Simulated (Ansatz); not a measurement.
Reaction (formal hydrolysis of the Al–Sn bond): `[SiH3][Al]([Cl])[SnH3]` + H₂O → `[OH][Al]([SiH3])[Cl]` + `[SnH4]`

Calculated with Ansatz (gas phase, PBE0-D4/def2-TZVP geometries, no zero-point term in ΔE). CCSD(T)/CBS adds triple-zeta CCSD(T) − MP2 to the extrapolated MP2 energy (def2 sets, frozen cores). This one scheme is used for every species. Functionals use def2-TZVPP. Elements past krypton have def2 core potentials. For Sn outer-core shells are correlated without core-valence functions, which leaves a few kJ/mol of doubt a bond. One conformer a species, not always the lowest.

| level | ΔE (kJ/mol) |
| --- | --- |
| revPBE | -85.1 |
| BHLYP | -110.2 |

Question: What does CCSD(T)/CBS give? (Estimate.)

Answer: The calculation gave: -91.0 kJ/mol. The listed levels differ from it by 5.9, -19.2 kJ/mol.

Largest T1 diagnostic among the species: 0.013.

Leaving LDA and LC-ωPBE aside and taking each functional with its dispersion term where it has one, the values, not all of them listed here, spread over 29.6 kJ/mol, from B97M-V to PBE-D4. LDA lies −4.3 kJ/mol from PBE without D4. From BLYP to BHLYP (50 % exact exchange), in def2-TZVPP and without D4, ΔE moves by −6.7 kJ/mol.
